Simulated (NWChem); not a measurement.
All runs are NWChem calculations. System: silole (C₄H₆Si), charge 0, spin multiplicity 1, at a geometry optimised with B3LYP/def2-SVP. Level: MP2/def2-TZVP, 9 core orbitals frozen.

Input file:

```
start mol
memory heap 200 mb stack 900 mb global 1100 mb
geometry units angstroms nocenter noautoz
  C     -0.743291     0.000000     1.296036
  C     -1.358175     0.000000     0.091378
  Si     0.000000     0.000000    -1.210754
  C      1.358175     0.000000     0.091378
  C      0.743291     0.000000     1.296036
  H     -1.282085     0.000000     2.250787
  H     -2.445467     0.000000    -0.010974
  H      0.000000     1.208275    -2.089019
  H      0.000000    -1.208275    -2.089019
  H      2.445467     0.000000    -0.010974
  H      1.282085     0.000000     2.250787
  symmetry group C2v
end
basis spherical
  * library def2-tzvp
end
scf
  rhf
  nopen 0
  maxiter 100
  thresh 1e-7
  semidirect memsize 60000000 filesize 0
end
mp2
  freeze core 9
end
task mp2 energy
```

Part of the output:

```
             Northwest Computational Chemistry Package (NWChem) 7.3.0
             --------------------------------------------------------

                                NWChem Input Module
                                -------------------

 Scaling coordinates for geometry "geometry" by  1.889725989
 (inverse scale =  0.529177249)

 Turning off AUTOSYM since
 SYMMETRY directive was detected!

                             Geometry "geometry" -> ""
                             -------------------------

 Output coordinates in angstroms (scale by  1.889725989 to convert to a.u.)

  No.       Tag          Charge          X              Y              Z
 ---- ---------------- ---------- -------------- -------------- --------------
    1 C                    6.0000    -0.74329100     0.00000000     1.29603600
    2 C                    6.0000    -1.35817500     0.00000000     0.09137800
    3 Si                  14.0000     0.00000000     0.00000000    -1.21075400
    4 C                    6.0000     1.35817500     0.00000000     0.09137800
    5 C                    6.0000     0.74329100     0.00000000     1.29603600
    6 H                    1.0000    -1.28208500     0.00000000     2.25078700
    7 H                    1.0000    -2.44546700     0.00000000    -0.01097400
    8 H                    1.0000     0.00000000     1.20827500    -2.08901900
    9 H                    1.0000     0.00000000    -1.20827500    -2.08901900
   10 H                    1.0000     2.44546700     0.00000000    -0.01097400
   11 H                    1.0000     1.28208500     0.00000000     2.25078700

 Effective nuclear repulsion energy (a.u.)     200.2612610945

            Nuclear Dipole moment (a.u.)
            ----------------------------
        X                 Y               Z
 ---------------- ---------------- ----------------
    -0.0000000000     0.0000000000     0.0000000000

      Symmetry information
      --------------------

 Group name             C2v
 Group number             16
 Group order               4
 No. of unique centers     6

      Symmetry unique atoms

     1    2    3    6    7    8


 Summary of "ao basis" -> "" (spherical)
 ------------------------------------------------------------------------------
       Tag                 Description            Shells   Functions and Types
 ---------------- ------------------------------  ------  ---------------------
 *                         def2-tzvp                  on all atoms

 Summary of "ao basis" -> "ao basis" (spherical)
 ------------------------------------------------------------------------------
       Tag                 Description            Shells   Functions and Types
 ---------------- ------------------------------  ------  ---------------------
 C                         def2-tzvp                11       31   5s3p2d1f
 Si                        def2-tzvp                13       37   5s5p2d1f
 H                         def2-tzvp                 4        6   3s1p

                                 NWChem SCF Module
                                 -----------------

  ao basis        = "ao basis"
  functions       =   197
  atoms           =    11
  closed shells   =    22
  open shells     =     0
  charge          =   0.00
  wavefunction    = RHF
  use symmetry    = T
  symmetry adapt  = T

 Summary of "ao basis" -> "ao basis" (spherical)
 ------------------------------------------------------------------------------
       Tag                 Description            Shells   Functions and Types
 ---------------- ------------------------------  ------  ---------------------
 C                         def2-tzvp                11       31   5s3p2d1f
 Si                        def2-tzvp                13       37   5s5p2d1f
 H                         def2-tzvp                 4        6   3s1p

      Symmetry analysis of basis
      --------------------------

        a1         73
        a2         26
        b1         62
        b2         36

 Forming initial guess at       0.2s

      Superposition of Atomic Density Guess
      -------------------------------------

 Sum of atomic energies:        -442.51957850

      Non-variational initial energy
      ------------------------------

 Total energy =    -445.536497
 1-e energy   =   -1002.684899
 2-e energy   =     356.887142
 HOMO         =      -0.281501
 LUMO         =      -0.078535

      Symmetry analysis of molecular orbitals - initial
      -------------------------------------------------

  Numbering of irreducible representations:

     1 a1          2 a2          3 b1          4 b2

  Orbital symmetries:

     1 a1          2 a1          3 b1          4 a1          5 b1
     6 a1          7 a1          8 b2          9 b1         10 a1
    11 b1         12 a1         13 a1         14 b1         15 a1
    16 b1         17 b2         18 a1         19 b2         20 a1
    21 b1         22 a2         23 b2         24 b1         25 a2
    26 a1         27 a1         28 a1         29 b1         30 a1
    31 b1         32 b2

 Starting SCF solution at       6.0s

 ----------------------------------------------
         Quadratically convergent ROHF

 Convergence threshold     :          1.000E-07
 Maximum no. of iterations :          100
 Final Fock-matrix accuracy:          1.000E-09
 ----------------------------------------------

              iter       energy          gnorm     gmax       time
             ----- ------------------- --------- --------- --------
                 1     -443.8529966778  8.21D-01  1.57D-01      7.7
                 2     -443.9151605199  2.76D-01  4.64D-02      9.4
[...]
    2  -11.2499
    3  -11.2491
    4  -11.2189
    5  -11.2189
    6   -6.1167
    7   -4.2233
    8   -4.2229
    9   -4.2229
   10   -1.1051
   11   -0.9729
   12   -0.8394
   13   -0.7024
   14   -0.7011
   15   -0.6562
   16   -0.5708
   17   -0.5354
   18   -0.4991
   19   -0.4529
   20   -0.4451
   21   -0.4295
   22   -0.3228
   23    0.0761
   24    0.1279
   25    0.1486
   26    0.1595
   27    0.1901
   28    0.1933
   29    0.1988
   30    0.2002
   31    0.2264
   32    0.2553

                       ROHF Final Molecular Orbital Analysis
                       -------------------------------------

 Vector   20  Occ=2.000000D+00  E=-4.450604D-01  Symmetry=b1
              MO Center=  6.7D-14,  1.5D-15, -1.8D-02, r^2= 3.2D+00
   Bfn.  Coefficient  Atom+Function         Bfn.  Coefficient  Atom+Function
  ----- ------------  ---------------      ----- ------------  ---------------
    77      0.245969   3 Si px               39      0.188887   2 C  pz
   107     -0.188887   4 C  pz               42      0.181825   2 C  pz
   110     -0.181825   4 C  pz

 Vector   21  Occ=2.000000D+00  E=-4.294747D-01  Symmetry=b2
              MO Center= -1.1D-13,  8.1D-15, -5.1D-02, r^2= 4.0D+00
   Bfn.  Coefficient  Atom+Function         Bfn.  Coefficient  Atom+Function
  ----- ------------  ---------------      ----- ------------  ---------------
     7      0.176850   1 C  py              137      0.176850   5 C  py
    10      0.173744   1 C  py              140      0.173744   5 C  py

 Vector   22  Occ=2.000000D+00  E=-3.228257D-01  Symmetry=a2
              MO Center=  3.3D-14,  8.2D-17,  5.0D-01, r^2= 3.0D+00
   Bfn.  Coefficient  Atom+Function         Bfn.  Coefficient  Atom+Function
  ----- ------------  ---------------      ----- ------------  ---------------
    41      0.221267   2 C  py              109     -0.221267   4 C  py
    38      0.217188   2 C  py              106     -0.217188   4 C  py
     7      0.166127   1 C  py               10      0.165886   1 C  py
    44      0.165472   2 C  py              112     -0.165472   4 C  py
   137     -0.166127   5 C  py              140     -0.165886   5 C  py

 Vector   23  Occ=0.000000D+00  E= 7.611956D-02  Symmetry=b2
              MO Center=  8.0D-13,  1.3D-14,  3.6D-01, r^2= 4.2D+00
   Bfn.  Coefficient  Atom+Function         Bfn.  Coefficient  Atom+Function
  ----- ------------  ---------------      ----- ------------  ---------------
    44     -0.379665   2 C  py              112     -0.379665   4 C  py
   176      0.365810   8 H  s               182     -0.365810   9 H  s
    13      0.352164   1 C  py              143      0.352164   5 C  py
    81     -0.337479   3 Si py               38     -0.168070   2 C  py
   106     -0.168070   4 C  py               41     -0.159453   2 C  py

 Vector   24  Occ=0.000000D+00  E= 1.279078D-01  Symmetry=b1
              MO Center= -4.6D-14,  1.3D-16, -1.9D+00, r^2= 6.5D+00
   Bfn.  Coefficient  Atom+Function         Bfn.  Coefficient  Atom+Function
  ----- ------------  ---------------      ----- ------------  ---------------
    36      3.287533   2 C  s               104     -3.287533   4 C  s
    80      2.527866   3 Si px                5     -2.176208   1 C  s
   135      2.176208   5 C  s                14      0.957604   1 C  pz
   144     -0.957604   5 C  pz               12     -0.824522   1 C  px
   142     -0.824522   5 C  px               45     -0.653845   2 C  pz

 Vector   25  Occ=0.000000D+00  E= 1.485903D-01  Symmetry=a1
              MO Center= -1.8D-14,  8.6D-19, -2.2D+00, r^2= 6.4D+00
   Bfn.  Coefficient  Atom+Function         Bfn.  Coefficient  Atom+Function
  ----- ------------  ---------------      ----- ------------  ---------------
    67      4.399602   3 Si s                82      3.682449   3 Si pz
    36     -2.973803   2 C  s               104     -2.973803   4 C  s
    43     -1.962305   2 C  px              111      1.962305   4 C  px
   170     -0.904504   7 H  s               188     -0.904504  10 H  s
     5      0.712958   1 C  s               135      0.712958   5 C  s

 center of mass
 --------------
 x =   0.00000000 y =   0.00000000 z =  -0.00625031

 moments of inertia (a.u.)
 ------------------
         369.516685092494           0.000000000000           0.000000000000
           0.000000000000         619.332679327015           0.000000000000
           0.000000000000           0.000000000000         270.833170645868

  Mulliken analysis of the total density
  --------------------------------------

    Atom       Charge   Shell Charges
 -----------   ------   -------------------------------------------------------
    1 C    6     6.11   0.86  1.12  0.50  0.57  0.10  1.21  1.30  0.33  0.02  0.08  0.01
    2 C    6     6.36   0.85  1.12  0.48  0.66  0.09  1.21  1.40  0.45  0.02  0.05  0.01
    3 Si  14    13.47   2.00  0.58  1.39  0.78  0.38  4.12  1.72  0.54  1.30  0.23  0.16  0.21  0.04
    4 C    6     6.36   0.85  1.12  0.48  0.66  0.09  1.21  1.40  0.45  0.02  0.05  0.01
    5 C    6     6.11   0.86  1.12  0.50  0.57  0.10  1.21  1.30  0.33  0.02  0.08  0.01
    6 H    1     0.87   0.26  0.49  0.09  0.02
    7 H    1     0.87   0.26  0.49  0.09  0.02
    8 H    1     1.05   0.24  0.56  0.25  0.01
    9 H    1     1.05   0.24  0.56  0.25  0.01
   10 H    1     0.87   0.26  0.49  0.09  0.02
   11 H    1     0.87   0.26  0.49  0.09  0.02

       Multipole analysis of the density wrt the origin
       ------------------------------------------------

     L   x y z        total         open         nuclear
     -   - - -        -----         ----         -------
     0   0 0 0     -0.000000      0.000000     44.000000

     1   1 0 0      0.000000      0.000000     -0.000000
     1   0 1 0      0.000000      0.000000      0.000000
     1   0 0 1      0.287781      0.000000      0.000000

     2   2 0 0    -26.596134      0.000000    157.175224
     2   1 1 0     -0.000000      0.000000      0.000000
     2   1 0 1     -0.000000      0.000000      0.000000
     2   0 2 0    -31.455197      0.000000     10.426997
     2   0 1 1      0.000000      0.000000      0.000000
     2   0 0 2    -26.834185      0.000000    212.978241

                   NWChem MP2 Semi-direct Energy/Gradient Module
                   ---------------------------------------------

  Basis functions       =    197
  Molecular orbitals    =    197
  Frozen core           =      9
  Frozen virtuals       =      0
  Active alpha occupied =     13
  Active beta occupied  =     13
  Active alpha virtual  =    175
  Active beta virtual   =    175
  Use MO symmetry       = T
  Use skeleton AO sym   = T

  AO/Fock/Back tols     =   1.0D-09  1.0D-09  1.0D-09

 GA uses MA = F    GA memory limited = T

 Available:
  local mem=  1.26D+08
 global mem=  1.44D+08
 local disk=  0.00D+00
  mp2_memr nvloc                   175
  nvloc new                   175
   1 passes of  13:        6291456                     192874                 147835757.
   1 passes of  13: M    126006324           G      144101582           F     119714868.
  mp2_memr nvloc                   175
  nvloc new                   175
   2 passes of   7:        6291456                     140395                  79634477.
   2 passes of   7: M    126006324           G      144101582           F     119714868.

 Semi-direct pass number   1 of   2  for RHF alpha+beta  at       31.9s
  vrange nnbf                 19104
  mp2_eaftype                   303  avail_ma_in_mb                  1098
 EAF : mp2_eaftype filesize         303   39817238.
  mp2_eaf for mointskh                    303
Node 0 wrote    187.2 Mb in      0.1 s     Agg I/O rate:  1444.8 Mb/s
 Done moints_semi at       73.2s
  mp2_eaftype                   303  avail_ma_in_mb                   795
 EAF : mp2_eaftype filesize         303   39817238.
  mp2_eaf for kh                   303
 Done maket at       73.9s
 Semi-direct pass number   2 of   2  for RHF alpha+beta  at       73.9s
  vrange nnbf                 19104
  mp2_eaftype                   303  avail_ma_in_mb                   795
 EAF : mp2_eaftype filesize         303   39817238.
  mp2_eaf for mointskh                    303
Node 0 wrote    160.5 Mb in      0.1 s     Agg I/O rate:  1436.9 Mb/s
 Done moints_semi at      111.6s
  mp2_eaftype                   303  avail_ma_in_mb                   795
 EAF : mp2_eaftype filesize         303   39817238.
  mp2_eaf for kh                   303
 Done maket at      112.2s
 Done multipass loop at      112.2s

          -------------------------------------------
          SCF energy                -443.923385655939
          Correlation energy          -0.734298322504
          Singlet pairs               -0.477900049509
          Triplet pairs               -0.256398272995
          Total MP2 energy          -444.657683978443
          -------------------------------------------

          ---------------------------------------------------
                    Spin Component Scaled (SCS) MP2
          Same spin pairs                     -0.170932181997
          Same spin scaling factor             0.333333333333
          Opposite spin pairs                 -0.563366140507
          Opposite spin scaling fact.          1.200000000000
          SCS-MP2 correlation energy          -0.733016762608
          Total SCS-MP2 energy              -444.656402418547
          ---------------------------------------------------

 -----------------------
 Performance information
 -----------------------

 Timer overhead =  1.49D-07 seconds/call

               Nr. of calls         CPU time (s)                 Wall time (s)                GFlops
             ---------------    -------------------     ------------------------------   -------------------
Name         Min   Avg   Max    Min     Avg     Max     Min     Avg     Max   Mx/calls   Min     Max     Sum
mp2: moin     2     2     2    79.     79.     79.      79.     79.     79.     39.      0.0     0.0     0.0
mp2: make     2     2     2    1.3     1.3     1.3      1.3     1.3     1.3    0.67      0.0     0.0     0.0
mp2: tota     1     1     1    81.     81.     81.      81.     81.     81.     81.      0.0     0.0     0.0

 The average no. of pstat calls per process was 5.00D+00
 with a timing overhead of 7.45D-07s

 Task  times  cpu:      112.2s     wall:      112.2s

 Total times  cpu:      112.2s     wall:      112.2s
```
